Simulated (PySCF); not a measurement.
F₂Ge, SMILES [Ge]([F])[F] (connectivity only; charge and spin as stated), charge +1, multiplicity 2.

The structure is a stationary point at B3LYP-D3(BJ)/def2-TZVP. The multiplicity is an assumed one; other spin states were not compared. The isomer is the one that the SMILES or the coordinates give; other isomers of the formula were not compared.

Two levels are set side by side: PBE/def2-TZVPD (PySCF) and B3LYP/def2-TZVPD (PySCF). Same geometry, gas phase. Differences are taken from unrounded values.

```
quantity                     B3LYP
---------------------------  -----
α-spin orbital gap (eV)       6.63
β-spin orbital gap (eV)       5.14
mean polarisability (bohr³)   23.0
```

Problem. What does PBE give, and how far is it from B3LYP? (An estimate is asked for; the answer gives what the named calculation found.)

Solution. 
```tsv
quantity	PBE	PBE minus B3LYP
α-spin orbital gap (eV)	4.82	-1.81
β-spin orbital gap (eV)	2.89	-2.25
mean polarisability (bohr³)	23.7	0.7
```

PBE's more diffuse valence density responds more strongly to a field. Differences between two approximate levels are no errors against the true value.

Rough cost on one machine, each run with all the roots and properties that it gave: B3LYP against PBE about 1/2.
